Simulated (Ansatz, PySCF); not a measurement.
ZrF3, SMILES [F][Zr+]([F])[F], charge +1, multiplicity 1. Atoms are numbered in the order given.

```xyz
4

Zr     0.0000     0.0000     0.2099
F      1.5143    -0.8743    -0.3887
F     -1.5143    -0.8742    -0.3887
F      0.0000     1.7485    -0.3887
```
Charge +1, spin multiplicity 1.

The structure is a stationary point at B3LYP-D3(BJ)/def2-TZVP. The multiplicity is an assumed one; other spin states were not compared. The isomer is the one that the SMILES or the coordinates give; other isomers of the formula were not compared. The def2 effective core potentials stand for the cores of Zr; spin–orbit coupling is left out.

Two levels are set side by side: PBE-D3(BJ)/def2-TZVP (Ansatz, a program for electronic structure) and B3LYP-D3(BJ)/def2-TZVP (Ansatz). Each level has its own optimised geometry; the coordinates shown are those of the second. Frequencies come from the Hessian of PySCF at each geometry. Differences are taken from unrounded values.

| quantity | B3LYP-D3(BJ) | PBE-D3(BJ) | PBE-D3(BJ) minus B3LYP-D3(BJ) |
|---|---|---|---|
| mean bond length (Å) | 1.848 | 1.851 | 0.003 |
| bond Zr1–F2 (Å) | 1.848 | 1.851 | 0.003 |
| bond Zr1–F3 (Å) | 1.848 | 1.851 | 0.003 |
| bond Zr1–F4 (Å) | 1.848 | 1.851 | 0.003 |
| highest harmonic wavenumber (cm⁻¹) | 755 | 739 | -16 |
| mean harmonic wavenumber (cm⁻¹) | 459 | 452 | -7 |
| zero-point energy (kcal/mol) | 3.94 | 3.88 | -0.06 |
